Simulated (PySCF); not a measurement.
Neon: a sound run and one with changed settings

Sound run: Ne⁺ [He] 2s2 2p5, Ne²⁺ [He] 2s2 2p4. Calculation: PySCF 2.14, in pcseg-2 (4s3p2d1f, 30 functions); the non-relativistic Hamiltonian (point nucleus). The sound run starts from symmetry-adapted Hartree-Fock orbitals and uses a fine grid where one is needed.

Changed run: 14 angular points. This setting is unsound on purpose.

```tsv
species	method	sound run (hartree)	changed run (hartree)	converged
Ne⁺	UHF	-127.81101	-127.81101	yes
Ne⁺	LDA	-127.40639	-127.40801	yes
Ne⁺	TPSS	-128.18029	-128.18178	yes
Ne²⁺	UHF	-126.36567	-126.36567	yes
Ne²⁺	LDA	-125.88277	-125.88171	yes
Ne²⁺	TPSS	-126.67356	-126.67237	yes
```

Ionisation energy of Ne⁺:

```json
{"method": "UHF", "sound run (eV)": "39.330", "changed run (eV)": "39.330"}
{"method": "LDA", "sound run (eV)": "41.460", "changed run (eV)": "41.533"}
{"method": "TPSS", "sound run (eV)": "41.000", "changed run (eV)": "41.073"}
```

A coarse angular grid integrates products of high-l functions wrongly, so density functionals can shift, and the SCF can exploit the error; Hartree-Fock and MP2 need no grid.

For comparison, NIST gives 40.963 eV between the lowest levels.
